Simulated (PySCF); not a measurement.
**Spin states of RbSi**

Unrestricted PBE0; Rb x2c-TZVPPall, Si x2c-TZVPPall; spin-free X2C with a Gaussian nucleus (PySCF 2.14). Outer shells of the fragments: Rb 5s1; Si 3s2 3p2.

Followed along the bond (rough minima from three points):

```csv
2Ms+1,unpaired,⟨S²⟩ at the start,R at minimum (Å),Te (eV)
4,"σ ↑, π ↑↑",3.75,3.16,0.00
2,"σ ↑, π ↑↓",1.77,3.17,0.44
2,σ ↑,0.76,3.18,1.29
2,π ↑,0.77,none in the scan,≤ 0.86
2,π ↑,0.76,none in the scan,≤ 1.50
```

Solutions found at the starting distance of 3.175 Å, counted from the lowest of them; the search is not exhaustive and high or unbound solutions are not listed, so other states can lie among these:

```
2Ms+1       unpaired   term  E (eV)  ⟨S²⟩  ⟨Lz²⟩   μ (D)
    4      σ ↑, π ↑↑    ⁴Σ⁻    0.00  3.75   0.00   -9.87
    2      σ ↑, π ↑↓  mixed    0.44  1.77   2.03   -9.68
    2      σ ↓, π ↑↑  mixed    0.44  1.77   0.00   -9.41
    2            π ↑     ²Π    0.92  0.77   1.01   -7.38
    2            σ ↑  mixed    1.29  0.76   2.01   -9.62
    2            π ↑     ²Π    1.59  0.76   1.02  -10.43
    4      σ ↑↑, π ↑     ⁴Π    2.00  3.76   1.01    2.87
    2      σ ↑↑, π ↓  mixed    2.28  1.77   1.01    3.04
    4      σ ↑, π ↑↑  mixed    3.13  3.76   2.01    3.41
    4  σ ↑, π ↑, δ ↑  mixed    3.69  3.76   5.01    0.90
```

A term symbol is given only where ⟨S²⟩ and ⟨Lz²⟩ are close to those of a pure state; real π, δ and φ orbitals otherwise mix terms. A positive dipole means Rb(−)Si(+).

Spin–orbit coupling is left out.
